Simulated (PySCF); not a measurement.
Molecule: SMILES CC[Se]CC#N, C$_{4}$H$_{7}$NSe.

Geometry:
```
atom   x (Å)   y (Å)   z (Å)
  C1  -1.549   0.713  -0.039
  C2  -1.016  -0.632   0.415
 Se3   0.082  -1.579  -0.898
  C4   1.760  -0.611  -0.611
  C5   1.765   0.750  -1.113
  N6   1.752   1.842  -1.500
  H7  -2.158   0.609  -0.949
  H8  -2.182   1.153   0.749
  H9  -0.741   1.425  -0.259
 H10  -1.833  -1.340   0.621
 H11  -0.423  -0.557   1.340
 H12   1.997  -0.615   0.463
 H13   2.537  -1.195  -1.126
```

Geometry PBE0-D3(BJ)/def2-SVP throughout; GIAO in PySCF 2.14, gas phase, one conformer, non-relativistic; equivalent atoms averaged; functional PBE0.

Problem. How do the absolute shieldings σ depend on the basis set? (ppm; last column core-seconds on shared hosts with different chips, so compare them loosely)

Solution. 
```tsv
basis set	functions	C5	C2	C4	C1	Se3	N6	H12/H13	H10/H11	H7/H8/H9	core-s
STO-3G	50	142.5	207.6	214.8	214.9	2358.8	68.6	30.81	31.26	31.43	4.3
6-31G	86	81.7	169.2	183.7	181.5	1697.0	-7.1	29.87	30.08	30.83	8.5
6-31G*	116	83.9	162.6	178.2	176.6	1651.7	-2.7	29.40	29.40	30.26	12
cc-pVDZ	132	81.9	162.6	179.1	178.7	1642.6	-8.0	28.82	28.91	29.70	15
def2-SVP	137	79.8	162.6	179.2	177.5	1597.6	-12.6	28.93	29.08	29.83	14
pcSseg-1	161	59.8	150.4	168.0	166.1	1475.8	-43.1	28.57	28.77	29.56	16
def2-TZVP	245	61.7	151.7	169.6	168.3	1550.2	-33.4	28.75	28.94	29.81	35
```

Problem. Which nucleus moves most, in ppm?

Solution. Se3 (selenium bonded to 2 C): from 1475.8 ppm with pcSseg-1 to 2358.8 ppm with STO-3G. The smallest spread is 1.87 ppm, at H7/H8/H9. Proton shifts span only some 12 ppm, so a few tenths of a ppm matter as much there as several ppm in carbon.

Problem. Taking the largest basis, def2-TZVP (245 functions), as the yardstick, rank the others by their worst heavy-atom deviation.

Solution. def2-SVP 47.5 ppm (137 functions), pcSseg-1 74.4 ppm (161 functions), cc-pVDZ 92.5 ppm (132 functions), 6-31G* 101.6 ppm (116 functions), 6-31G 146.9 ppm (86 functions), STO-3G 808.6 ppm (50 functions).

Relativistic effects, spin–orbit coupling among them, are left out; they matter for Se and for the light atoms bonded to it.

A small basis that lands close on one nucleus may do so by chance; judge by the trend and by all nuclei.
